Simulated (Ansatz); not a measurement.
Cost and result for the atomization energy of CH₈BNSi₂ (13 atoms, 12 bonds).

Cartesian coordinates in Å:
```
N 0.951 -1.486 -1.934
C 0.395 -0.656 -1.329
Si 1.225 1.202 0.666
B -0.221 0.417 -0.508
Si -1.582 -0.480 0.690
H 1.000 -2.370 -2.396
H 0.624 2.198 1.595
H 2.285 1.895 -0.122
H 1.903 0.162 1.492
H -0.733 1.250 -1.213
H -2.704 -1.098 -0.075
H -0.977 -1.562 1.520
H -2.168 0.529 1.615
```

The species carries charge 0 and has multiplicity 1. The bonds changed during the relaxation, so this is another structure than the one it started from. The structure was optimised at the PBE0-D4/def2-TZVP level. It is one conformer, not always the lowest. Program: Ansatz. All runs use 4 threads of an Arm Neoverse V2 on a shared host. Times are those of one run each, without the atoms' runs, and a repeat can differ threefold. Electronic energies, without spin–orbit coupling; frozen cores. CCSD(T)/CBS adds CCSD(T) − MP2 in def2-TZVPP to the MP2 limit, and its time is that of the two runs behind it. T1 = 0.015. B3LYP takes the VWN-RPA correlation (the form of Gaussian; ORCA's B3LYP/G).

CCSD(T)/CBS is a level of theory with its own doubt, some kJ/mol a heavy atom from the limit and from the frozen cores, so smaller differences don't rank the functionals.

| level | functions | wall time |
| --- | --- | --- |
| PBE-D4/def2-TZVPP (with forces) | 289 | 2.9 s |
| PBE0-D4/def2-TZVPP | 289 | 4.1 s |
| r2SCAN-D4/def2-TZVPP (with forces) | 289 | 5.5 s |
| B3LYP-D4/def2-TZVPP (with forces) | 289 | 6.5 s |
| B2PLYP/def2-TZVPP | 289 | 6.5 s |
| ωB97X-V/def2-TZVPP | 289 | 9.5 s |
| ωB97M-V/def2-TZVPP (with forces) | 289 | 14 s |
| MP2/def2-QZVPP | 551 | 25 s |
| CCSD(T)/def2-TZVPP | 289 | 2.8 min |
| CCSD(T)/CBS(def2) | – | 3.2 min |

What atomization energy does each give, and how far from CCSD(T)/CBS? (Best estimate.)

Ansatz gave: 
```csv
level,atomization (kJ/mol),difference from CCSD(T)/CBS,per bond
PBE-D4/def2-TZVPP (with forces),4440.5,89.0,7.4
PBE0-D4/def2-TZVPP,4372.6,21.1,1.8
r2SCAN-D4/def2-TZVPP (with forces),4393.8,42.3,3.5
B3LYP-D4/def2-TZVPP (with forces),4393.8,42.3,3.5
B2PLYP/def2-TZVPP,4324.6,-26.9,-2.2
ωB97X-V/def2-TZVPP,4393.6,42.1,3.5
ωB97M-V/def2-TZVPP (with forces),4384.2,32.7,2.7
MP2/def2-QZVPP,4338.0,-13.5,-1.1
CCSD(T)/def2-TZVPP,4241.2,-110.3,-9.2
CCSD(T)/CBS(def2),4351.5,0.0,0.0
```

From PBE to PBE0 (25 % exact exchange), in def2-TZVPP and without D4, the atomization energy moves by −63.6 kJ/mol: exact exchange takes away binding that semilocal exchange gives to molecules. In def2-TZVPP, CCSD(T) changes the Hartree–Fock value by +1056.9 kJ/mol (the triples alone add +67.3 kJ/mol) and MP2 by +1088.1 kJ/mol; breaking electron pairs costs correlation energy, which Hartree–Fock lacks. The D4 term adds +49.0 kJ/mol with B3LYP and +26.1 kJ/mol with PBE0; it sums over pairs of atoms, weighted by their polarisabilities, and B3LYP, whose exchange is more repulsive, gets the larger term.
